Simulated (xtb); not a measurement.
B(CF3)(H)2 (CH₂BF₃), SMILES BC(F)(F)F. All values are semi-empirical tight-binding results from xtb (GFN2-xTB unless named), good for trends rather than for accurate numbers. Geometry optimised at GFN2-xTB.

Optimised geometry:

Bonded distances (Å): B1–C2 1.609, B1–H6 1.161, B1–H7 1.162, C2–F3 1.357, C2–F4 1.348, C2–F5 1.349. Angles (°): C2–B1–H6 118.0, C2–B1–H7 117.6, H6–B1–H7 124.4, B1–C2–F3 108.3, B1–C2–F4 115.6, B1–C2–F5 115.2, F3–C2–F4 105.7, F3–C2–F5 105.8, F4–C2–F5 105.3.

Computed properties:
```json
{
  "orbital_gap": "3.47 eV",
  "dipole_moment": "3.03 D",
  "zero_point_energy": "20.2 kcal/mol",
  "G − E(el) at 298.15 K (modified RRHO)": "2.1 kcal/mol",
  "static polarisability (D4 model)": "31.8 bohr³",
  "solvation energy, GFN2-xTB/ALPB(water)": "-2.3 kcal/mol",
  "solvation energy, GFN2-xTB/ALPB(benzene)": "-3.1 kcal/mol"
}
```

Computed IR lines (harmonic; lines under 4 % of the strongest left out, lines within 3 cm⁻¹ merged):
ν (cm⁻¹): 453 (w), 458 (w), 534 (m), 753 (w), 779 (vs), 785 (m), 991 (s), 1049 (vs), 1103 (m), 1178 (m), 2704 (w), 2779 (w) (against the strongest line: vs over 80 %, s over 45 %, m over 15 %, w over 4 %, vw less)

Computed atomic charges and the Wiberg bond orders between heavy atoms:
charges (e) B1 0.25, C2 0.40, F3 -0.21, F4 -0.21, F5 -0.21, H6 -0.01, H7 -0.01. Bond orders B1–C2 0.92, C2–F3 0.94, C2–F4 0.95, C2–F5 0.95.
